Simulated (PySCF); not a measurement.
C₆H₉N₃.
SMILES: `C=CCn1cc(C)nn1`

Torsions of this conformer, `[CH2:1]=[CH:2][CH2:3][n:4]1[cH:5][c:6]([CH3:7])[n:8][n:9]1`: C1–C2–C3–N4 -124°, C2–C3–N4–C5 55°.

The closed-shell ground state was solved at several levels (PySCF, density fitting, gas phase, non-relativistic). One conformer (not necessarily the lowest) at the PBE0-D3(BJ)/def2-SVP geometry, without solvent, vibrations or thermal averaging.

```
         level  basis functions  total energy (Eh)  HOMO (eV)  LUMO (eV)  gap (eV)  dipole (D)
 PBE0/pcSseg-1              198          -397.7401      -7.17      -0.41      6.76        4.53
B3LYP/pcSseg-1              198          -398.2131      -6.95      -0.63      6.32        4.48
```

What might CAM-B3LYP/def2-SVPD (252 basis functions) give for the same quantities?

Total energy -397.7748 Eh, HOMO -8.49 eV, LUMO 0.65 eV, gap 9.14 eV, dipole 4.59 D.

Over all these levels, which gives the widest orbital gap and which the narrowest?

CAM-B3LYP/def2-SVPD (range-separated hybrid) has the widest, 9.14 eV, and B3LYP/pcSseg-1 (global hybrid, 20 % exact exchange) the narrowest, 6.32 eV. Functional and basis both differ between the two, so the spread mixes both effects.

How far do the dipole and the HOMO energy spread over the levels?

The dipole runs from 4.48 to 4.59 D (mean 4.54 D) and the HOMO from -8.49 to -6.95 eV.
